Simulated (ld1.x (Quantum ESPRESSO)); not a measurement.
# What one change does to a pseudopotential (P (Z = 15), TM)

```
Element                 : P (Z = 15)
Generator               : ld1.x (Quantum ESPRESSO) 7.5
Type                    : norm-conserving Troullier–Martins (Kleinman–Bylander form)
Functional              : PBE
Relativity              : scalar-relativistic
Frozen core             : [Ne]
Valence charge          : 5
Reference configuration : 3s2 3p2.5 (charge +0.5)
Partial waves           : 3s (bound): rc 1.55 bohr; 3p (bound): rc 1.20 bohr
Local potential         : all-electron potential smoothed inside 1.35 bohr (lloc = -1)
Core correction         : a·sin(br)/r model core inside 0.85 bohr
```

Change: all radii but the core radius scaled by about 0.75 (s 1.16, p 0.90 bohr); local potential all-electron potential smoothed inside 1.02 bohr (lloc = -1).

Cutoffs: the cutoffs (Ry, on a coarse ladder) from which the occupation-weighted sum of valence levels, in a spherical-Bessel basis at the reference potential, stays within 10 and 1 mRy of its value at 400 Ry; they do not see the model core or the augmentation charge, which bear on the density cutoff. Errors are all-electron minus pseudo energies relative to the spin-unpolarised reference configuration.

Problem. Predict the effect on cutoff, ghosts and configuration errors.

Solution. A bound ghost appears in p, s, which as a rule spoils a file; of the 7 tests that both files solve, the error grows in 7 and shrinks in 0 by more than 15 % and 0.3 meV (median size 2.1 → 5.0 meV). That the errors move this way runs against the usual rule that smaller radii transfer better.

```tsv
quantity	base	changed
cutoff, loose	70 Ry	over 300 Ry
cutoff, tight	90 Ry	over 300 Ry
loose cutoff by channel (10 mRy a level)	s 18 Ry, p 60 Ry	s 45 Ry, p over 300 Ry
bound ghosts	none	p, s
error for 3s2 3p3, meV [ΔE -3.77 eV]	+1.0	+2.4
error for 3s2 3p2, meV [ΔE 5.95 eV]	+1.3	+5.0
error for 3s2 3p1, meV [ΔE 25.10 eV]	+18	+86
error for 3s2 3p3.3, meV [ΔE -5.08 eV]	+2.1	+4.8
error for 3s1 3p4, meV [ΔE 4.76 eV]	+0.9	+2.0
error for 3s0 3p5, meV [ΔE 13.43 eV]	+4.8	+9.3
error for 3s2 3p0, meV [ΔE 54.84 eV]	+61	+438
```

 A true bound ghost makes a file unfit for plane-wave use even where its test errors are small: the radial tests pick states by their node count and pass the ghost by.
